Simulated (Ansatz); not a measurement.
`[GaH2][NH]B1CS1` + `BO` → `B[O][GaH2]` + `NB1CS1` at 298.15 K and 1 bar (ligand exchange at a Ga–N bond).

Gas-phase electronic energies from Ansatz, PBE0-D4/def2-TZVP geometries. CCSD(T)/CBS is the MP2 limit (def2-TZVPP, def2-QZVPP) plus CCSD(T) − MP2 in def2-TZVPP, frozen cores. This one scheme is used for every species. For Ga outer-core shells are correlated without core-valence functions, which leaves a few kJ/mol of doubt a bond. Scalar relativity is left out up to krypton. One conformer a species, not always the lowest.

```tsv
species	CCSD(T)/CBS energy (Eh)	H − E (kJ/mol)	S (J/(mol·K))
`[GaH2][NH]B1CS1`	-2442.32425	184.6	352.3
`BO`	-101.80414	103.5	230.4
`B[O][GaH2]`	-2026.35181	117.1	314.9
`NB1CS1`	-517.77714	169.6	288.4
```

H − E and S are ideal-gas, rigid-rotor, harmonic terms from PBE0-D4/def2-TZVP, for one conformer and one mirror image of each species. 1 Eh = 2625.50 kJ/mol, R = 8.31446 J/(mol·K).

**Question.** By hand: ΔE, ΔH, ΔS and ΔG.

**Answer.** ΔE = (-2026.35181) + (-517.77714) − (-2442.32425) − (-101.80414) = -0.00056 Eh = -1.5 kJ/mol. Δ(H − E) = 117.1 + 169.6 − 184.6 − 103.5 = -1.4, so ΔH = -2.9 kJ/mol. ΔS = 314.9 + 288.4 − 352.3 − 230.4 = 20.6 J/(mol·K). ΔG = -2.9 − 298.15 × (20.6)/1000 = -9.0 kJ/mol.

**Question.** By hand: the equilibrium constant, and the temperature at which ΔG would vanish if ΔH and ΔS stayed fixed.

**Answer.** log₁₀ K = −ΔG/(RT ln 10) = 1.6. ΔH and −TΔS have one sign here, so there is no such temperature. One of them is within its doubt of zero, so this could turn.

TΔS isn't small against ΔH here. A doubt of 5 kJ/mol in ΔE shifts log₁₀ K by 0.9 here. Other conformers and mirror images would add mixing entropy, several J/(mol·K) or more a flexible species. These are equilibria of isolated gas molecules and say nothing of rates. Largest T1 diagnostic: 0.016 (customary marks: 0.02 for closed shells, 0.045 for open ones).
